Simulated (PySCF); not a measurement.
Al²⁺ (aluminium, charge +2) across methods

[Ne] 3s1, 2S determinant. All numbers are calculated (PySCF 2.14, the non-relativistic Hamiltonian (point nucleus), in dyall-av3z (19s12p3d2f, 84 functions)).

| method | E (hartree) | mean ε 2p α (eV) | mean ε 2p β (eV) | mean ε 3s α (eV) | Σ⟨r²⟩ (bohr²) | ⟨S²⟩ |
| --- | --- | --- | --- | --- | --- | --- |
| r2SCAN | -241.4363 | -92.024 | -91.815 | -24.628 | 9.260 | 0.750 |
| PBE0 | -241.3468 | -95.051 | -94.797 | -25.454 | 9.253 | 0.750 |
| LDA | -240.4061 | -90.437 | -90.207 | -24.541 | 9.215 | 0.750 |
| UHF | -241.03062 | -108.01 | -107.72 | -28.062 | 9.361 | 0.750 |
| PBEsol | -240.8424 | -90.180 | -89.948 | -24.397 | 9.244 | 0.750 |
| revPBE | -241.4124 | -90.264 | -90.034 | -24.387 | 9.263 | 0.750 |
| MN15 | -241.4584 | -95.785 | -95.685 | -25.583 | 9.411 | 0.750 |
| PBE | -241.3232 | -90.328 | -90.078 | -24.437 | 9.247 | 0.750 |

Task: Estimate the same row for r2SCAN0.

Result: E (hartree) = -241.4323; mean ε 2p α (eV) = -96.259; mean ε 2p β (eV) = -96.035; mean ε 3s α (eV) = -25.588; Σ⟨r²⟩ (bohr²) = 9.255; ⟨S²⟩ = 0.750.
